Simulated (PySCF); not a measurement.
VOF₂, SMILES [O]=[V+]([F])[F], charge +1, multiplicity 1.

Coordinates come from a B3LYP-D3(BJ)/def2-SVP optimisation. The spin state was assumed, not searched. The isomer is the one that the SMILES or the coordinates give; other isomers of the formula were not compared.

Calculation: TDA-LC-ωPBE/def2-SVPD in PySCF.

Vertical excitations.  State labels are in the subgroup Cs.

```json
[
 {"state": "S1", "symmetry": "A\"", "energy (eV)": "3.97", "λ (nm)": "312", "f": "0.000", "main pairs": "HOMO→LUMO 97 %"},
 {"state": "S2", "symmetry": "A'", "energy (eV)": "4.45", "λ (nm)": "279", "f": "0.000", "main pairs": "HOMO−1→LUMO 56 %, HOMO→LUMO+1 34 %"},
 {"state": "S3", "symmetry": "A'", "energy (eV)": "4.61", "λ (nm)": "269", "f": "0.004", "main pairs": "HOMO→LUMO+1 53 %, HOMO−1→LUMO 32 %"},
 {"state": "S4", "symmetry": "A\"", "energy (eV)": "4.65", "λ (nm)": "267", "f": "0.000", "main pairs": "HOMO→LUMO+2 62 %, HOMO−1→LUMO+1 29 %"},
 {"state": "S5", "symmetry": "A'", "energy (eV)": "4.86", "λ (nm)": "255", "f": "0.004", "main pairs": "HOMO−2→LUMO 86 %"},
 {"state": "S6", "symmetry": "A\"", "energy (eV)": "5.00", "λ (nm)": "248", "f": "0.000", "main pairs": "HOMO−1→LUMO+1 57 %, HOMO→LUMO+2 31 %"},
 {"state": "S7", "symmetry": "A\"", "energy (eV)": "5.27", "λ (nm)": "235", "f": "0.000", "main pairs": "HOMO−2→LUMO+1 74 %, HOMO−3→LUMO 11 %"},
 {"state": "S8", "symmetry": "A'", "energy (eV)": "5.44", "λ (nm)": "228", "f": "0.001", "main pairs": "HOMO−1→LUMO+2 58 %, HOMO−2→LUMO+2 29 %"},
 {"state": "S9", "symmetry": "A'", "energy (eV)": "5.83", "λ (nm)": "213", "f": "0.003", "main pairs": "HOMO−3→LUMO+1 89 %"},
 {"state": "S10", "symmetry": "A\"", "energy (eV)": "5.84", "λ (nm)": "212", "f": "0.013", "main pairs": "HOMO−3→LUMO 71 %, HOMO−4→LUMO+1 17 %"},
 {"state": "T1", "symmetry": "A\"", "energy (eV)": "3.73", "λ (nm)": "333", "f": "0", "main pairs": "HOMO→LUMO 91 %"},
 {"state": "T2", "symmetry": "A'", "energy (eV)": "3.75", "λ (nm)": "331", "f": "0", "main pairs": "HOMO→LUMO+1 40 %, HOMO−1→LUMO 27 %, HOMO−1→LUMO+2 10 %"},
 {"state": "T3", "symmetry": "A'", "energy (eV)": "4.02", "λ (nm)": "309", "f": "0", "main pairs": "HOMO→LUMO+1 47 %, HOMO−1→LUMO 34 %, HOMO−1→LUMO+2 7 %"},
 {"state": "T4", "symmetry": "A\"", "energy (eV)": "4.17", "λ (nm)": "297", "f": "0", "main pairs": "HOMO→LUMO+2 80 %"}
]
```
Triplets are in the Tamm–Dancoff approximation.
